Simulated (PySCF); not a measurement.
## UHF on Cl²⁺ (chlorine, charge +2)

Configuration: [Ne] 3s2 3p3, high-spin 4S determinant. Computed with PySCF 2.14 in cc-pVTZ-DK (5s4p2d1f, 34 functions), with the spin-free X2C one-electron Hamiltonian (Gaussian nucleus).

```json
{
 "Total energy": "-459.632801 hartree",
 "One-electron energy": "-620.5961 hartree",
 "Hartree (Coulomb) energy": "188.0227 hartree",
 "Exchange energy": "-27.0594 hartree",
 "⟨S²⟩": "3.7508",
 "⟨L²⟩": "0.000",
 "Sum of ⟨r⟩": "11.19 bohr",
 "Sum of ⟨r²⟩": "15.44 bohr²",
 "Langevin diamagnetic susceptibility": "-12.2 ×10⁻⁶ cm³/mol",
 "Time after the integrals": "0.1 s of wall time on 1 thread of AMD EPYC 7R43 64-Core Processor (shared host)"
}
```

```json
{"shell": "1s α", "electrons": "1", "mean orbital energy (eV)": "-2893.0", "rms radius, mean of both spins (bohr)": "0.105"}
{"shell": "1s β", "electrons": "1", "mean orbital energy (eV)": "-2891.9", "rms radius, mean of both spins (bohr)": "0.105"}
{"shell": "2s α", "electrons": "1", "mean orbital energy (eV)": "-318.56", "rms radius, mean of both spins (bohr)": "0.478"}
{"shell": "2s β", "electrons": "1", "mean orbital energy (eV)": "-317.43", "rms radius, mean of both spins (bohr)": "0.478"}
{"shell": "2p α", "electrons": "3", "mean orbital energy (eV)": "-248.14", "rms radius, mean of both spins (bohr)": "0.450"}
{"shell": "2p β", "electrons": "3", "mean orbital energy (eV)": "-246.11", "rms radius, mean of both spins (bohr)": "0.450"}
{"shell": "3s α", "electrons": "1", "mean orbital energy (eV)": "-57.717", "rms radius, mean of both spins (bohr)": "1.56"}
{"shell": "3s β", "electrons": "1", "mean orbital energy (eV)": "-46.776", "rms radius, mean of both spins (bohr)": "1.56"}
{"shell": "3p α", "electrons": "3", "mean orbital energy (eV)": "-39.683", "rms radius, mean of both spins (bohr)": "1.72"}
```

Densities and radii are taken from the X2C orbitals without a picture-change correction, which distorts them close to the nucleus.
